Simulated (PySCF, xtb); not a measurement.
Cd(H)(GeH3) (CdGeH4), SMILES [GeH3][CdH].

GFN2-xTB (xtb 6.7.1) at its own geometry gives an orbital gap of 5.23 eV and a dipole moment of 2.92 D.

The structure is a stationary point at PBE0-D3(BJ)/def2-TZVP. The def2 effective core potentials stand for the cores of Cd; spin–orbit coupling is left out.

Q: What does r2SCAN/def2-TZVPD run with PySCF give? (The exact figures need the calculation; the answer reports its results.)

A: gap 4.98 eV (levels -6.41 and -1.43 eV), dipole 0.41 D.
